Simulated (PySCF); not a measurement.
3-methoxypropanenitrile (C₄H₇NO), SMILES C(C#N)COC.

Geometry optimised at ωB97X-D3(BJ)/def2-SVP. The values are those of a single conformer.

Two levels are set side by side: PBE/def2-TZVP (PySCF) and ωB97X/def2-TZVP (PySCF). Same geometry, gas phase. Differences are taken from unrounded values.

| quantity | ωB97X | PBE | PBE minus ωB97X |
|---|---|---|---|
| orbital gap (eV) | 13.23 | 6.02 | -7.21 |
| highest occupied level (eV) | -10.52 | -6.45 | 4.07 |
| lowest empty level (eV) | 2.71 | -0.43 | -3.14 |
| dipole moment (D) | 3.94 | 3.88 | -0.06 |
| mean polarisability (bohr³) | 56.0 | 58.9 | 2.9 |

Without exact exchange PBE keeps part of each electron's self-repulsion, which lifts occupied levels and narrows the gap. Loosely held outer electrons make PBE densities more polarisable. Differences between two approximate levels are no errors against the true value.

Rough cost on one machine, each run with all the roots and properties that it gave: ωB97X against PBE within a factor of 2.
